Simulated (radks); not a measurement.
Spherical quantum dot in the effective-mass picture: electrons in a well V = -V0 / (1 + exp((r - R)/a)) with V0 = 22.2, R = 2.88, a = 0.23, with a point charge +1 (a donor) at the centre, all in effective atomic units (hartree* = m*/eps^2 hartree, bohr* = eps/m* bohr), one dielectric constant everywhere. Calculated with a radial shooting solver with Libxc functionals: non-relativistic Kohn-Sham, LDA (Slater exchange, Perdew-Wang correlation), spin-polarised, spherical densities. Levels are named by radial order and angular momentum (1s, 1p, 1d, 2s, ...), and open shells are averaged over m.

N = 4, configuration 1s2 1p(up 2, down 0). This is the lowest configuration that the search found. Occupied and some empty levels:

level    occupation  eigenvalue (hartree*)  <r> (bohr*)
1s up             1                -20.318        1.206
1s down           1                -20.214        1.191
1p up             2                -19.449        1.564
1p down           0                -19.328        1.566
1d up             0                -18.516        1.738
2s up             0                -18.450        1.355
1d down           0                -18.396        1.743
2s down           0                -18.371        1.365
1f up             0                -17.429        1.862
1f down           0                -17.315        1.867

Energy (hartree*): total -84.0752, kinetic 3.9313, external -91.492, Hartree 5.1664, exchange-correlation -1.6805.
